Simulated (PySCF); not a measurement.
C4H9O, charge +1. Atoms are numbered in the order given.

```xyz
14

C      0.0336    -1.2824    -0.0351
C      1.2148    -0.3326     0.2308
C      0.7629     0.9850    -0.3620
O     -0.7130     0.9694    -0.0253
C     -1.1952    -0.4453     0.2691
H      0.0271    -1.6148    -1.0844
H      0.0658    -2.1763     0.6032
H      2.1436    -0.6772    -0.2452
H      1.4056    -0.2243     1.3094
H      0.8373     1.0299    -1.4574
H      1.1638     1.8913     0.1066
H     -1.2869     1.5056    -0.6038
H     -2.0692    -0.6211    -0.3699
H     -1.4805    -0.4168     1.3275
```
Charge +1, spin multiplicity 1.

The structure is a stationary point at B3LYP-D3(BJ)/def2-SVP. The isomer is the one that the SMILES or the coordinates give; other isomers of the formula were not compared. Other conformers were not sampled.

The numbers are results of SMD-B3LYP/6-31G* in PySCF, not measurements.

Solvation free energies are E(SMD) − E(gas) at the gas-phase geometry, for 1 M in both phases.

```json
[
 {"solvent": "water", "ΔG(solv) (kcal/mol)": "-64.3", "its non-electrostatic (CDS) part": "2.9"},
 {"solvent": "methanol", "ΔG(solv) (kcal/mol)": "-66.7", "its non-electrostatic (CDS) part": "-0.8"},
 {"solvent": "chlorobenzene", "ΔG(solv) (kcal/mol)": "-53.2", "its non-electrostatic (CDS) part": "-2.2"}
]
```
